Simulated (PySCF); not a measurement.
## Electron correlation in Si+ (silicon, charge +1)

[Ne] 3s1 3p2, high-spin 4P determinant (an excited configuration). All numbers are calculated (PySCF 2.14, scalar relativity by spin-free X2C-1e, in dyall-av3z (19s12p3d2f, 84 functions)). Frozen: [Ne]; 3 electrons correlated; the 23 highest virtual orbitals of each spin left out.

| level | correlation energy (mhartree) |
| --- | --- |
| CCSD | -15.25 |
| (T) | -0.10 |
| CCSD(T) | -15.35 |

Diagnostics: T1 = 0.0028, D1 = 0.0065, largest double amplitude 0.038.

Cost of the coupled-cluster step: roughly 2.1 core-seconds, for 3 correlated electrons.

Iterations:

```
CC2 = 0
CCSD nocc = (np.int64(3), np.int64(0)), nmo = (56, 56)
frozen orbitals [[0, 1, 2, 3, 4, 61, 62, 63, 64, 65, 66, 67, 68, 69, 70, 71, 72, 73, 74, 75, 76, 77, 78, 79, 80, 81, 82, 83], [0, 1, 2, 3, 4, 61, 62, 63, 64, 65, 66, 67, 68, 69, 70, 71, 72, 73, 74, 75, 76, 77, 78, 79, 80, 81, 82, 83]]
max_cycle = 100
direct = 0
conv_tol = 1e-08
conv_tol_normt = 1e-06
diis_space = 8
diis_start_cycle = 0
Init t2, MP2 energy = -0.0101020096847026
Init E_corr(UCCSD) = -0.0101020096904132
cycle = 1  E_corr(UCCSD) = -0.0133620591276067  dE = -0.00326004944  norm(t1,t2) = 0.0270957
cycle = 2  E_corr(UCCSD) = -0.014520517481782  dE = -0.00115845835  norm(t1,t2) = 0.0107719
cycle = 3  E_corr(UCCSD) = -0.0152616330997711  dE = -0.000741115618  norm(t1,t2) = 0.00450441
cycle = 4  E_corr(UCCSD) = -0.0152523061862348  dE = 9.32691354e-06  norm(t1,t2) = 0.000407452
cycle = 5  E_corr(UCCSD) = -0.0152537818634099  dE = -1.47567718e-06  norm(t1,t2) = 5.23391e-05
cycle = 6  E_corr(UCCSD) = -0.0152534398596878  dE = 3.42003722e-07  norm(t1,t2) = 7.09907e-06
cycle = 7  E_corr(UCCSD) = -0.0152536168097894  dE = -1.76950102e-07  norm(t1,t2) = 1.02158e-06
cycle = 8  E_corr(UCCSD) = -0.0152535684861147  dE = 4.83236747e-08  norm(t1,t2) = 2.42796e-07
cycle = 9  E_corr(UCCSD) = -0.0152535731087391  dE = -4.62262438e-09  norm(t1,t2) = 5.32756e-08
UCCSD converged
E(UCCSD) = -289.0538752505328  E_corr = -0.01525357310873908
UCCSD(T) correction = -0.00010372875490721
```
